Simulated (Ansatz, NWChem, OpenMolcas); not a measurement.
# CBr2F2 (SMILES FC(F)(Br)Br): the energy, rung by rung

CBr2F2 has 5 atoms, charge 0, and is taken as a singlet. As SMILES, `FC(F)(Br)Br`. The shape is that of a PBE0-D4/def2-TZVP optimisation.

```jsonl
{"atom": "F", "x (Å)": "-0.9704", "y (Å)": "-0.1134", "z (Å)": "0.9863"}
{"atom": "C", "x (Å)": "0.0048", "y (Å)": "-0.0876", "z (Å)": "0.0909"}
{"atom": "F", "x (Å)": "0.9148", "y (Å)": "-0.9814", "z (Å)": "0.4466"}
{"atom": "Br", "x (Å)": "-0.7093", "y (Å)": "-0.5612", "z (Å)": "-1.6421"}
{"atom": "Br", "x (Å)": "0.8100", "y (Å)": "1.6699", "z (Å)": "0.0770"}
```

Quantity: the energy change with the C2–Br5 bond stretched from 1.933 to 2.513 Å, in eV. The values are calculated.

```json
{"level": "HF/cc-pVDZ (restricted)", "kind": "Hartree–Fock", "program": "NWChem", "value (eV)": "1.60", "CPU time (all runs)": "6.5 min"}
{"level": "revPBE/cc-pVDZ (restricted)", "kind": "GGA", "program": "Ansatz", "value (eV)": "0.83", "CPU time (all runs)": "12 s"}
{"level": "r2SCAN/cc-pVDZ (restricted)", "kind": "meta-GGA", "program": "OpenMolcas", "value (eV)": "1.07", "CPU time (all runs)": "50 s"}
{"level": "HSE06/cc-pVDZ (restricted)", "kind": "range-separated hybrid", "program": "Ansatz", "value (eV)": "1.24", "CPU time (all runs)": "16 s"}
{"level": "wB97M-V/cc-pVDZ (restricted)", "kind": "range-separated hybrid", "program": "Ansatz", "value (eV)": "1.36", "CPU time (all runs)": "1.7 min"}
{"level": "MP2/cc-pVDZ (restricted)", "kind": "perturbation theory", "program": "OpenMolcas", "value (eV)": "1.23", "CPU time (all runs)": "14 s"}
{"level": "BCCD(T)/cc-pVDZ (restricted)", "kind": "coupled cluster or CI", "program": "Ansatz", "value (eV)": "1.10", "CPU time (all runs)": "82 s"}
{"level": "CCSD/cc-pVDZ (restricted)", "kind": "coupled cluster or CI", "program": "Ansatz", "value (eV)": "1.23", "CPU time (all runs)": "47 s"}
```

All-electron rows without a relativistic Hamiltonian named are non-relativistic. The first shape isn't each level's own minimum. The values span 0.83 to 1.60 eV. In the correlated wave-function rows the outer d shell of Br is correlated, in sets not made for it. CPU times are rough (shared hosts, several kinds of processor): they show what a rung costs within a factor of a few.
